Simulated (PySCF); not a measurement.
Task: What does the PBE0-D3(BJ)/def2-SVP structure of (SiH3)(GeH3)PPF2 (`FP(F)[P]([SiH3])[GeH3]`) look like in three dimensions?

Result: 
Z-matrix in Å and degrees, rows numbered from 1:
```
F 
P   1  1.6155
F   2  1.6157  1   98.81
P   2  2.2343  1   97.03  3   -98.31
Si  4  2.2707  2   93.76  1   -81.15
Ge  4  2.3356  2   93.14  1  -177.96
H   5  1.4924  4  108.03  2  -146.93
H   5  1.4905  4  108.64  2    93.86
H   5  1.4974  4  111.43  2   -26.53
H   6  1.5422  4  110.99  2    30.43
H   6  1.5351  4  107.83  2   -89.78
H   6  1.5361  4  107.65  2   150.91
```

Ge6 (germanium bonded to P and 3 H) is tetrahedral (angles from 107.7° to 111.0°). P4 (three-coordinate phosphorus) is pyramidal (angles 96.6°, 93.8° and 93.1°, sum 283.5°, 1.21 Å off the plane of its three neighbours). P2 (three-coordinate phosphorus) is pyramidal (angles 98.8°, 97.1° and 97.0°, sum 292.9°, 0.87 Å off the plane of its three neighbours). Si5 (SiH3 silicon) is tetrahedral (angles from 108.0° to 111.4°).

Method used: PySCF, PBE0-D3(BJ)/def2-SVP geometry optimisation, gas phase.

Point group: C1 (no symmetry element, even within 0.4 Å). Whether it is a minimum is left open (no frequencies). One conformer, not necessarily the lowest (F1–P2–P4–Si5 -81°).
